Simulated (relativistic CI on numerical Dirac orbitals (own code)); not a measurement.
Radial Dirac CI calculation of Au12+.

Command:

```sh
python run_levels.py task.json out
```

Input:

```
atom Au  Z=79  charge=12  electrons=67
nucleus A=197  rms_radius_fm=5.4371
hamiltonian dirac-coulomb  breit=off  qed=on  c_scale=2
orbitals kli  potential=per-configuration
slater_scale 1
correlation none
mixing on
grid step=0.0125 r_max=15.5
scf mixing=0.4 start=green max_iterations=150 tolerance=2e-08 node_fill=0.05
configurations
  [Kr] 4d10 4f14 5s2 5p5
  [Kr] 4d10 4f14 5s 5p6
  [Xe] 4f13
  [Kr] 4d10 4f14 5s2 5p4 5d
  [Kr] 4d10 4f14 5s2 5p3 5d2
end
```

Output:

```
SCF 1: [Kr] 4d10 4f14 5s2 5p5
 iter      energy (Ha)   residual   last orbital (Ha)
    1    -17908.230247   5.54e+00    -18.34482
    2    -18052.800862   2.29e+00    -13.21873
    3    -18076.176722   4.03e-01    -10.16860
    4    -18077.497375   4.09e-01    -10.29125
    5    -18078.157424   3.53e-02     -9.84306
    6    -18078.158415   4.21e-03     -9.82652
    7    -18078.159131   1.99e-03     -9.82010
    8    -18078.159392   1.66e-04     -9.82144
    9    -18078.159435   7.77e-05     -9.82157
   10    -18078.159425   1.69e-06     -9.82150
   11    -18078.159425   8.10e-07     -9.82150
   12    -18078.159425   6.24e-10     -9.82150
SCF 2: [Kr] 4d10 4f14 5s 5p6
 iter      energy (Ha)   residual   last orbital (Ha)
    1    -17906.368097   5.55e+00    -18.34482
    2    -18051.193976   2.29e+00    -13.19063
    3    -18074.565856   4.03e-01    -10.12610
    4    -18075.878345   4.09e-01    -10.24922
    5    -18076.537546   3.42e-02     -9.79925
    6    -18076.538288   4.62e-03     -9.78346
    7    -18076.539121   1.94e-03     -9.77729
    8    -18076.539365   2.08e-04     -9.77854
    9    -18076.539413   8.05e-05     -9.77870
   10    -18076.539403   1.27e-06     -9.77862
   11    -18076.539403   8.16e-07     -9.77862
   12    -18076.539403   6.53e-10     -9.77862
SCF 3: [Xe] 4f13
 iter      energy (Ha)   residual   last orbital (Ha)
    1    -17915.975808   5.37e+00    -18.34482
    2    -18051.405071   2.24e+00    -13.31524
    3    -18074.453820   3.64e-01    -10.28332
    4    -18075.531453   3.55e-01    -10.39497
    5    -18076.026854   2.88e-02     -9.99038
    6    -18076.026795   4.77e-03     -9.97553
    7    -18076.027593   1.57e-03     -9.97094
    8    -18076.027779   7.50e-05     -9.97210
    9    -18076.027803   7.48e-05     -9.97218
   10    -18076.027795   7.58e-07     -9.97211
   11    -18076.027795   6.57e-07     -9.97211
   12    -18076.027795   5.28e-10     -9.97211
SCF 4: [Kr] 4d10 4f14 5s2 5p4 5d
 iter      energy (Ha)   residual   last orbital (Ha)
    1    -17905.627191   5.55e+00    -15.42402
    2    -18050.598805   2.29e+00    -10.57247
    3    -18073.956909   4.01e-01     -7.90800
    4    -18075.264199   4.06e-01     -7.99961
    5    -18075.912274   3.34e-02     -7.62775
    6    -18075.912942   4.08e-03     -7.61575
    7    -18075.913620   1.88e-03     -7.61013
    8    -18075.913860   1.98e-04     -7.61107
    9    -18075.913907   6.87e-05     -7.61118
   10    -18075.913898   4.23e-07     -7.61113
   11    -18075.913898   4.60e-07     -7.61113
   12    -18075.913898   2.13e-09     -7.61113
SCF 5: [Kr] 4d10 4f14 5s2 5p3 5d2
 iter      energy (Ha)   residual   last orbital (Ha)
    1    -17902.956102   5.55e+00    -15.42402
    2    -18048.341810   2.28e+00    -10.56319
    3    -18071.705696   3.97e-01     -7.90720
    4    -18072.997797   3.96e-01     -8.00303
    5    -18073.612808   3.10e-02     -7.63687
    6    -18073.613007   4.15e-03     -7.62637
    7    -18073.613685   1.79e-03     -7.62100
    8    -18073.613909   1.76e-04     -7.62192
    9    -18073.613952   6.21e-05     -7.62202
   10    -18073.613944   6.13e-07     -7.62197
   11    -18073.613944   5.77e-07     -7.62197
   12    -18073.613944   1.92e-09     -7.62197
orbital energies (Ha): 4p3/2 -27.3836  4d3/2 -20.8324  4d5/2 -20.6689  4f5/2 -11.9625  4f7/2 -11.9248  5s -11.2580  5p1/2 -9.9767  5p3/2 -9.8215
configuration averages (Ha): Dirac-Coulomb, Breit, QED
  4f14 5s2 5p5                -18078.159425    0.000000    8.440802
  4f14 5s 5p6                 -18076.539403    0.000000    8.436697
  4f13 5s2 5p6                -18076.027795    0.000000    8.443000
  4f14 5s2 5p4 5d             -18075.913898    0.000000    8.439881
  4f14 5s2 5p3 5d2            -18073.613944    0.000000    8.438949
levels: no., configuration, term, J, E (cm-1), weight
   1 4f14 5s2 5p5           2P*  3/2              0.0  0.99
   2 4f14 5s2 5p5           2P*  1/2          33587.7  0.98
   3 4f14 5s 5p6            2S   1/2         331933.4  0.81
   4 4f14 5s2 5p4 5d        4D   5/2         455100.2  0.83
   5 4f14 5s2 5p4 5d        4D   3/2         456494.9  0.78
   6 4f14 5s2 5p4 5d        4D   7/2         457613.0  0.86
   7 4f14 5s2 5p4 5d        4D   1/2         461034.9  0.73
   8 4f14 5s2 5p4 5d        4F   9/2         476074.1  0.87
   9 4f14 5s2 5p4 5d        4F   7/2         482908.4  0.48
  10 4f14 5s2 5p4 5d        2P   1/2         487742.9  0.68
  11 4f14 5s2 5p4 5d        2D   3/2         491579.8  0.37
  12 4f14 5s2 5p4 5d        4P   1/2         493642.4  0.86
  13 4f13 5s2 5p6           2F*  7/2         493749.9  1.00
  14 4f14 5s2 5p4 5d        4F   5/2         495471.1  0.89
lowest total energy -18069.850572 Ha
end: converged
```

Against the reference input this run has: Breit term off, speed of light × 2. The reference run ends at -18957.459810 Ha with Breit and QED terms. With a changed speed of light or nuclear radius the levels are not those of the real ion, and the QED model is not rescaled.

Levels that differ in their count of f electrons can be misplaced by tens of thousands of cm⁻¹.
